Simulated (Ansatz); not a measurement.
`[SiH3]BOC[SiH3]` + `OC(S)S` → `OC([SiH3])(S)S` + `COB[SiH3]`  (formal exchange of groups at the Si–C bond)

Calculated with Ansatz (gas phase, PBE0-D4/def2-TZVP geometries, no zero-point term in ΔE). CBS: MP2 limit from def2 TZ/QZ plus the TZ coupled-cluster correction, frozen cores. DFT in def2-TZVPP. Each species was taken in one conformer, which may not be the lowest.

(1) Is it downhill or uphill in electronic energy at CCSD(T)/CBS, and by how much? (Estimate.)

(2) What do these levels give: PBE-D4, r2SCAN-D4, ωB97M-V, PBE0, HF/def2-TZVPP, MP2/def2-TZVPP, SCS-MP2/def2-TZVPP, CCSD/def2-TZVPP, HF/def2-QZVPP, MP2/def2-QZVPP, MP2/CBS(def2), CCSD/CBS(def2)? (Best estimate.)

Largest T1 diagnostic among the species: 0.015.

Results:

(1) Computed: Nearly level: ΔE = -1.5 kJ/mol.

(2) Ansatz gave: PBE-D4 2.6, r2SCAN-D4 2.4, ωB97M-V 0.8, PBE0 5.7, HF/def2-TZVPP 6.2, MP2/def2-TZVPP -5.9, SCS-MP2/def2-TZVPP -3.6, CCSD/def2-TZVPP 1.3, HF/def2-QZVPP 6.4, MP2/def2-QZVPP -6.5, MP2/CBS(def2) -7.1, CCSD/CBS(def2) 0.0 kJ/mol.

The D4 term adds −4.9 kJ/mol with B3LYP and −2.5 kJ/mol with PBE0; it sums over pairs of atoms, weighted by their polarisabilities, and B3LYP, whose exchange is more repulsive, gets the larger term. In def2-TZVPP, CCSD(T) changes the Hartree–Fock value by −6.5 kJ/mol (the triples alone add −1.6 kJ/mol) and MP2 by −12.1 kJ/mol.

B3LYP here is the variant with VWN-RPA as its local correlation; programs differ in this.
